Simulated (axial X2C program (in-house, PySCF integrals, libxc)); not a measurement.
# Excited states of GaCl by EOM-EE-CCSD

Calculated with an axial X2C code built on PySCF integrals: two-component X2C with atomic mean-field Coulomb and Gaunt terms, Gaussian nuclei, basis Ga dyall-acv3z, Cl dyall-av3z with contracted cores.

R = 2.223 Å (near the PBE0 minimum at charge 0 of the determinant lowest at the starting distance; the state shown can have its own minimum elsewhere).

Vertical excitation energies from the closed-shell determinant state of GaCl:

```tsv
Ω	excitation (eV)	cm⁻¹	hole of the leading pair	particle of the leading pair	weight of the pair (for Ω = 0 its time-reversed partner can hold as much again)	singles weight
0⁻	3.509	28299	52% Ga sσ, 22% Ga pσ, 17% Cl pσ	82% Ga pπ, 6% Cl dπ	0.48	0.97
0⁺	3.509	28303	52% Ga sσ, 22% Ga pσ, 17% Cl pσ	82% Ga pπ, 6% Cl dπ	0.48	0.97
1	3.549	28623	52% Ga sσ, 23% Ga pσ, 18% Cl pσ	82% Ga pπ, 7% Cl dπ	0.50	0.97
2	3.591	28960	52% Ga sσ, 23% Ga pσ, 17% Cl pσ	82% Ga pπ, 6% Cl dπ	0.97	0.97
1	5.106	41184	34% Ga sσ, 34% Cl pσ, 25% Ga pσ	79% Ga pπ, 9% Cl dπ, 7% Cl pπ	0.48	0.93
0⁻	6.016	48524	43% Ga sσ, 25% Cl pσ, 24% Ga pσ	55% Ga pσ, 23% Ga dσ, 8% Cl sσ	0.48	0.96
1	6.016	48524	43% Ga sσ, 25% Cl pσ, 24% Ga pσ	55% Ga pσ, 23% Ga dσ, 8% Cl sσ	0.95	0.96
1	6.139	49517	87% Cl pπ	77% Ga pπ, 11% Cl dπ, 8% Cl pπ	0.61	0.92
0⁻	6.151	49611	87% Cl pπ	77% Ga pπ, 11% Cl dπ, 9% Cl pπ	0.23	0.92
```

This point took 34 s on 1 thread of Intel(R) Xeon(R) Processor @ 2.30GHz, on a shared host.

Reference electrons by ω block (each with its −ω partner): 1/2: 17, 3/2: 6, 5/2: 1. 10 electrons of GaCl correlated (inner shells frozen), 88 natural virtual spinors (a truncated set); levels can be off by some tenths of an eV. Roots sought by Ω: (0: 5, 1: 4, 2: 3, 3: 1); rows need 60 % singles weight and stop where some Ω has no more roots. Missing are any skipped roots, higher Ω and states of a further excitation; these come out far too high here and may in truth be low or lowest. T1 of the reference 0.011 (Lee–Taylor). Number of frozen shells: Ga 3 s, 2 p, 1 d; Cl 2 s, 1 p.
